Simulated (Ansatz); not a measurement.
Frontier orbitals of `O[SiH](Cl)[SiH2]F`.

Z-matrix (Å, degrees):
```
Si
Cl 1 2.063
Si 1 2.352 2 106.7
O 1 1.638 2 111.1 3 -121.6
H 1 1.479 2 107.7 3 123.0
F 3 1.609 1 106.7 2 -74.8
H 3 1.485 1 112.5 2 44.0
H 3 1.487 1 111.9 2 167.7
H 4 0.959 1 118.1 2 65.6
```

Total charge 0; spin multiplicity 1. The geometry is a stationary point of PBE0-D4/def2-TZVP. It is one conformer, not always the lowest. Basis def2-TZVPP, Ansatz 0.2.0.

```tsv
functional	HOMO (eV)	LUMO (eV)	gap (eV)
LDA (SPW92)	-6.92	-2.29	4.63
PBE	-6.83	-2.02	4.81
r2SCAN	-7.13	-1.73	5.40
PBE0	-8.09	-1.18	6.91
r2SCANh	-7.59	-1.44	6.15
HSE06 (plane-wave form)	-7.69	-1.56	6.13
LC-ωPBE	-10.70	1.01	11.71
ωB97M-V	-10.15	0.59	10.74
```

From PBE to PBE0 the HOMO moves by −1.26 eV and the LUMO by +0.84 eV, and with ωB97M-V by −3.32 and +2.62 eV, so the gap grows from 4.80 to 10.74 eV with exact exchange. A positive LUMO is unbound and depends on the basis.

LC-ωPBE has ω = 0.4 bohr⁻¹.
